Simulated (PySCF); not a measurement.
Spinor energies of Re³⁺ (rhenium, charge +3)

Start: [Xe] 4f14 5d3 6p1; 5d5/2 filled at m_j = +1/2, +3/2, +5/2; 6p3/2 filled at m_j = +3/2. Calculated with PySCF 2.14 in x2c-SVPall-2c with one added diffuse shell each of s, d type (8s9p10d2f, 99 functions): generalised Hartree-Fock with the X2C-1e Hamiltonian and a Gaussian nucleus; one run each with spin-orbit coupling (SO) switched off, then screened by Boettger's factors. This is a chosen level, not necessarily the ground level.

```tsv
spinor shell	electrons	ε, spin-free (eV)	ε, screened SO (eV)	weight of nominal j (screened SO)	rms radius, screened SO (bohr)
1s1/2	2	-72103.7	-72080.9	1.000	0.0204
2s1/2	2	-12678.1	-12671.1	1.000	0.0824
2p1/2	2	-11074.8	-12105.2	1.000	0.0700
2p3/2	4	-11074.8	-10659.5	1.000	0.0775
3s1/2	2	-3029.2	-3026.9	1.000	0.210
3p1/2	2	-2548.4	-2774.8	1.000	0.202
3p3/2	4	-2548.4	-2455.4	1.000	0.217
3d3/2	4	-1996.3	-2035.8	1.000	0.192
4s1/2	2	-696.61	-695.91	1.000	0.468
4p1/2	2	-536.05	-589.31	1.000	0.476
4p3/2	4	-536.05	-514.04	1.000	0.509
4d3/2	4	-330.37	-338.43	0.999	0.531
4d5/2	6	-330.37	-324.32	1.000	0.543
5s1/2	2	-138.60	-138.50	1.000	1.11
5p1/2	2	-94.139	-102.47	0.877	1.22
4f5/2	6	-99.562	-100.67	0.957	0.662
4f7/2	8	-99.562	-98.176	0.991	0.634
5p3/2	4	-94.139	-90.620	0.985	1.30
5d5/2	3	-46.880	-46.582	0.570	1.73
6p3/2	1	-23.774	-23.589	1.000	4.26
```

Question: Where does 3d5/2 lie, and what is the 3d spin-orbit splitting (screened SO)?

Answer: At -1967.7 eV, 68.088 eV above 3d3/2.

```json
{"quantity": "E (hartree)", "spin-free": "-16676.75930", "screened SO": "-16697.31502"}
{"quantity": "M_J", "spin-free": "6", "screened SO": "6"}
{"quantity": "⟨J²⟩", "spin-free": "42.005", "screened SO": "42.005"}
{"quantity": "⟨L²⟩", "spin-free": "20.004", "screened SO": "22.679"}
{"quantity": "⟨S²⟩", "spin-free": "6.001", "screened SO": "5.145"}
```

Each row is a mean over spinors that exchange with the open shell spreads, by up to 7.258 eV (5p3/2).

Rows whose weight is well below 1 are mixtures of j = l ± 1/2: exchange outweighs spin-orbit coupling there, and the label is only the starting occupation.

Breit and QED terms are absent; they matter most for the inner s and p1/2 levels.

Densities and radii are taken from the X2C orbitals without a picture-change correction, which distorts them close to the nucleus.

Without spin-orbit coupling the j labels of p, d and f shells carry no meaning; the spin-free column gives the mean over the occupied spinors of each nl shell.
